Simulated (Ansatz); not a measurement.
A geometry relaxed with B3LYP-D3(BJ)/def2-TZVP (Ansatz, a program for electronic structure), charge 0, multiplicity 2:

```xyz
5

Si    -0.0430     0.0025    -0.0493
H     -0.4923     0.1752     1.3622
O      1.5841    -0.2187     0.1796
H     -0.3487     1.2192    -0.8366
H     -0.7001    -1.1781    -0.6558
```

Question: Write the SMILES of this molecule.

Answer: `[O][SiH3]`
